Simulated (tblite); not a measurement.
Compound: C7H11OP.
Numbering: `[CH3:1][C:2](=[O:3])[CH2:4][P:5]1[CH2:6][CH:7]=[CH:8][CH2:9]1` (hydrogens: H10, H11, H12 on C1; H13, H14 on C4; H15, H16 on C6; H17 on C7; H18 on C8; H19, H20 on C9)

Computed with GFN2-xTB (tblite), gas phase: L-BFGS steps from a force-field or distance-geometry start until the largest atomic force falls under 0.01 eV/Å.

Geometry at step 41:
```
atom  x, y, z in Å
C1      3.4190    0.0763   -0.5054
C2      2.0742    0.7409   -0.3393
O3      1.8704    1.8927   -0.6253
C4      1.0071   -0.1482    0.2453
P5     -0.4241   -0.3415   -0.9724
C6     -1.5054   -1.4601    0.0774
C7     -2.8035   -0.7240    0.2226
C8     -2.7898    0.5643   -0.0720
C9     -1.4816    1.1379   -0.5302
H10     3.8910   -0.0033    0.4743
H11     4.0667    0.6688   -1.1457
H12     3.2908   -0.9253   -0.9071
H13     1.4106   -1.1447    0.4312
H14     0.6176    0.2778    1.1750
H15    -1.0533   -1.6561    1.0551
H16    -1.6377   -2.4253   -0.4176
H17    -3.6774   -1.2573    0.5663
H18    -3.6568    1.2040    0.0095
H19    -1.0125    1.7490    0.2457
H20    -1.6103    1.7849   -1.3999
```

Problem. Give the atomic forces at this geometry.

Solution. 
```
atom  Fx (eV/Å)  Fy (eV/Å)  Fz (eV/Å)
  C1     -0.028      0.029     -0.005
  C2     -0.008     -0.086      0.147
  O3     -0.068      0.103     -0.043
  C4     -0.032     -0.046      0.000
  P5      0.171      0.025      0.005
  C6     -0.031     -0.001     -0.012
  C7      0.028      0.001     -0.007
  C8      0.020     -0.041      0.021
  C9     -0.057      0.028      0.000
 H10     -0.054     -0.029      0.000
 H11     -0.034     -0.001     -0.041
 H12      0.064      0.018     -0.055
 H13     -0.055     -0.030      0.077
 H14      0.021      0.014     -0.072
 H15     -0.015      0.007      0.009
 H16     -0.040      0.015     -0.017
 H17      0.038      0.022      0.020
 H18      0.081      0.010      0.000
 H19      0.011     -0.013      0.035
 H20     -0.013     -0.024     -0.064
```

The largest, 0.17 eV/Å, acts on P5 (C2 within 3 % of it); the rms over all components is 0.048 eV/Å. The forces sum to zero within rounding, as they must for an isolated molecule in no field.

Problem. Give the force on P5 in Eh/bohr and in nN.

Solution. 0.173 eV/Å ÷ 51.422 = 0.00336 Eh/bohr, and 0.173 eV/Å × 1.602 = 0.28 nN.

Problem. How far is this geometry from the end of the optimisation?

Solution. 0.236 eV above it, and 0.655 Å rms away after alignment. The bonds farthest from their final lengths, with half the difference of the two atoms' forces along the bond (positive lengthens):

```tsv
bond	now (Å)	final (Å)	force along bond (eV/Å)
C2–C4	1.507	1.497	-0.03
P5–C6	1.877	1.870	+0.06
P5–C9	1.871	1.866	+0.07
C2=O3	1.204	1.208	+0.12
C1–C2	1.509	1.506	-0.03
C9–H20	1.092	1.095	+0.01
```

The angle farthest from its final value is C4–P5–C9, 101.2° against 96.9°.

What follows is the cost of the whole relaxation. Time: 0.7 s wall. Hardware: one thread, Arm Neoverse V2 (aarch64), no GPU, shared host with 32 logical CPUs at a one-minute load of 7.5.
